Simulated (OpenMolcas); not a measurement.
A run on Kr IV.

- Program: OpenMolcas
- Method: MS-RASPT2, IPEA 0.25 Eh, imaginary shift 0.1 Eh (closed shells correlated: 3d 4s)
- Basis: ANO-R3 [7s6p5d4f2g1h]
- Scalar Hamiltonian: X2C, finite nucleus
- Active space: 3 electrons in 9 orbitals (RAS2 4p; RAS3 4d 5s, at most 1 electron)
- State averaging: 2S+1 = 4 odd, 1 root; 2S+1 = 2 odd, 8 roots; 2S+1 = 4 even, 18 roots; 2S+1 = 2 even, 54 roots
- Spin-orbit coupling: RASSI with atomic mean-field integrals over the reference wave functions, term energies averaged over their components

First CASPT2 step and the start of its output:

```
&CASPT2
Multistate=1 1
Frozen=3 6
IPEA=0.25
Imaginary=0.1
MaxIter=60
WThr=0.0 0.3 0.05
PrWF=0.5
NoMix
```

```
--- CASPT2 ---
Orbital specifications:
      -----------------------

      Symmetry species                           1   2
                                                ag  au
      Frozen orbitals                            3   6
      Inactive orbitals                          6   0
      Active orbitals                            6   3
      Secondary orbitals                        35  48
      Deleted orbitals                           0   0
      Number of basis functions                 50  57
Type of calculation                        SS-CASPT2
      Fock operator                              state-specific
      IPEA shift                                 0.25
      Real shift                                 0.00
      Imaginary shift                            0.10
      The input orbitals will be transformed to quasi-canonical
Reference energy:       -2785.6735416763
      E2 (Non-variational):      -0.5802369488
      Shift correction:          -0.0000949913
      E2 (Variational):          -0.5803319401
      Total energy:           -2786.2538736164
      Residual norm:              0.0000004659
      Reference weight:           0.95542
      Contributions to the CASPT2 correlation energy
      Active & Virtual Only:         -0.0058849348
      One Inactive Excited:          -0.1216062440
      Two Inactive Excited:          -0.4527457700
::    CASPT2 Root  1     Total energy:  -2786.25387362
--- CASPT2 ---
Orbital specifications:
      -----------------------

      Symmetry species                           1   2
                                                ag  au
      Frozen orbitals                            3   6
      Inactive orbitals                          6   0
      Active orbitals                            6   3
...
```

Over all roots the printed reference weights run from 0.64 to 0.96, and roots that are degenerate in the reference spread by up to 25000 cm-1.

**Question.** Did the run give usable levels, and if not, why?

**Answer.** No. The equations converged, but the reference weight falls to 0.64 for at least one root against 0.96 for the best. A drop of that size marks an intruder state, so the energies of such roots and the levels built on them can't be trusted.
